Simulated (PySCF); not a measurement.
Si(F)2(OH)2 (F2H2O2Si), SMILES O[Si](O)(F)F. The structure is a stationary point at ωB97X-D3(BJ)/def2-SVP. Other conformers were not sampled.

Level of theory: PySCF with ωB97X-D3(BJ)/def2-SVP.

Harmonic wavenumbers (cm⁻¹): 103, 188, 263, 303, 359, 368, 380, 771, 779, 794, 975, 1017, 1042, 3945, 3951. Rotational constants (GHz): 4.037, 3.942, 3.790; symmetry number 1.

Task: Work out the zero-point energy and the ideal-gas rigid-rotor harmonic-oscillator thermochemistry at 298.15 K and 1 atm.

Result: ZPE = ½ Σ hcν = ½ × 15239 cm⁻¹ = 21.79 kcal/mol. H − E(el) = 26.40 kcal/mol. Entropy in cal/(mol K): translation 39.72, rotation 26.08, vibration 12.86, total 78.67. G − E(el) = 2.94 kcal/mol. Cp = 22.91 cal/(mol K). Modes under 150 cm⁻¹ make the vibrational entropy uncertain.
